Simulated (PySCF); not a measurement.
FH₅OSi₃, SMILES [SiH2]1O[SiH2][SiH]1F. Atoms are numbered in the order given.

```xyz
10

F     -2.4205    -0.5452     0.0000
Si    -1.0994     0.4402     0.0000
Si     0.7494    -0.0529     1.4074
O      1.7282    -0.1118     0.0000
Si     0.7494    -0.0529    -1.4074
H     -1.6017     1.8610     0.0000
H      1.2593     1.0049     2.3479
H      0.7254    -1.3754     2.1248
H      0.7254    -1.3754    -2.1248
H      1.2593     1.0049    -2.3479
```

Coordinates come from a PBE-D3(BJ)/def2-SVP optimisation. This is a generated structure with no PubChem entry under its InChIKey; it may be hypothetical.

These are r2SCAN/def2-TZVP (PySCF) values and carry that method's errors.

Isolated molecule, no solvent.

Computed frontier levels, gap, dipole moment and polarisability:
```json
{
  "highest_occupied_level": "-6.67 eV",
  "lowest_empty_level": "-2.07 eV",
  "orbital_gap": "4.60 eV",
  "dipole_moment": "0.75 D",
  "quadrupole, principal values (traceless, Buckingham form, about the centre of nuclear charge)": "-8.33, 2.34, 5.99 D·Å",
  "mean_static_polarisability": "83.1 bohr³ (12.31 Å³)",
  "polarisability_principal_values": "70.5, 83.9, 94.9 bohr³"
}
```
